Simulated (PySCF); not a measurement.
## Nonlinear optical response: 4-hydroxybenzonitrile, C7H5NO

Geometry:
```json
{"atom": "N1", "x (Å)": "4.052", "y (Å)": "-0.452", "z (Å)": "-0.164"}
{"atom": "C2", "x (Å)": "2.908", "y (Å)": "-0.266", "z (Å)": "-0.118"}
{"atom": "C3", "x (Å)": "1.498", "y (Å)": "-0.039", "z (Å)": "-0.061"}
{"atom": "C4", "x (Å)": "0.992", "y (Å)": "1.253", "z (Å)": "0.164"}
{"atom": "C5", "x (Å)": "-0.374", "y (Å)": "1.473", "z (Å)": "0.218"}
{"atom": "C6", "x (Å)": "-1.266", "y (Å)": "0.405", "z (Å)": "0.050"}
{"atom": "O7", "x (Å)": "-2.579", "y (Å)": "0.675", "z (Å)": "0.112"}
{"atom": "C8", "x (Å)": "-0.768", "y (Å)": "-0.885", "z (Å)": "-0.174"}
{"atom": "C9", "x (Å)": "0.601", "y (Å)": "-1.104", "z (Å)": "-0.229"}
{"atom": "H10", "x (Å)": "1.685", "y (Å)": "2.086", "z (Å)": "0.295"}
{"atom": "H11", "x (Å)": "-0.780", "y (Å)": "2.471", "z (Å)": "0.392"}
{"atom": "H12", "x (Å)": "-3.085", "y (Å)": "-0.135", "z (Å)": "-0.018"}
{"atom": "H13", "x (Å)": "-1.461", "y (Å)": "-1.721", "z (Å)": "-0.306"}
{"atom": "H14", "x (Å)": "0.986", "y (Å)": "-2.110", "z (Å)": "-0.404"}
```

The calculation used PySCF 2.14.0, quadratic response CAM-B3LYP/aug-cc-pVDZ first hyperpolarisability, Taylor convention, gas phase. Geometry: PBE0-D3(BJ)/def2-SVP.

What is the first hyperpolarisability, and how does it disperse?

In au, Taylor convention; the vector part is βᵢ = ⅓ Σⱼ (βᵢⱼⱼ + βⱼᵢⱼ + βⱼⱼᵢ); β∥ is 3/5 of the vector part along the dipole, the dipole points from − to +:
| process | λ (nm) | β vector norm | β∥ | β HRS | depolarisation ratio |
| --- | --- | --- | --- | --- | --- |
| static β(0;0,0) | ∞ | 409.1 | 235.4 | 186.6 | 3.81 |
| second harmonic β(−2ω;ω,ω) | 1907 | 435.2 | 250.6 | 198.1 | 3.84 |
| Pockels β(−ω;ω,0) | 1907 | 417.4 | 240.2 | – | – |
| second harmonic β(−2ω;ω,ω) | 1064 | 504.8 | 291.0 | 228.7 | 3.91 |
| Pockels β(−ω;ω,0) | 1064 | 437.1 | 251.7 | – | – |

Which lowest excitations, dipole and polarisabilities go with it?

S1 5.03 eV (f = 0.013); S2 5.41 eV (f = 0.294); S3 5.80 eV (f = 0.000); dipole 5.31 D; isotropic α 92.9 au static, 93.3 au at 1907 nm, 94.2 au at 1064 nm, 94.6 au at 953.5 nm, 98.8 au at 532 nm.
